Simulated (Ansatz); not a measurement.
Relaxation of BH₄N₂Si (8 atoms, charge 1, multiplicity 1), to a largest force component of 0.02 eV/Å in at most 50 steps.

Level of theory: Ansatz, UKS PBE0/6-31G.

```xyz
8
Properties=species:S:1:pos:R:3
B -1.536 1.686 -0.111
N -0.731 0.522 -0.235
Si 0.433 -0.535 -0.006
N 1.592 -1.712 0.136
H -1.262 2.526 0.649
H -2.465 1.731 -0.813
H 1.384 -0.165 1.010
H 1.613 -2.559 -0.431
```

Problem. Where does it end, and by what steps?

Solution. The run converged. Limits of this set-up: no polarisation functions, the dipole of an ion depends on the origin. After 12 steps the energy has fallen by 3.049 eV; H8 moved furthest, 0.88 Å.

```csv
step,energy less start (eV),largest force component (eV/Å),accepted
0,0.0000,3.811,yes
1,-1.0763,3.728,yes
2,-1.6549,3.734,yes
3,-2.5224,1.781,yes
4,-2.8542,0.986,yes
5,-2.9326,0.491,yes
6,-2.9944,0.673,yes
7,-2.9994,0.695,yes
8,-3.0277,0.604,yes
9,-3.0390,0.439,yes
10,-3.0485,0.055,yes
11,-3.0492,0.027,yes
12,-3.0494,0.014,yes
```

```xyz
8
Properties=species:S:1:pos:R:3
B -1.473 1.456 -0.185
N -0.373 0.765 0.200
Si 0.944 -0.235 0.553
N 1.018 -1.677 -0.293
H -1.720 2.532 0.309
H -2.242 1.043 -1.019
H 1.997 0.081 1.537
H 0.875 -2.472 -0.902
```

Whether the end is a true minimum wasn't checked by a vibrational analysis.

Time of the run: 95 s on 1 thread of Arm Neoverse N1, on a shared host, peak memory 0.17 GiB.
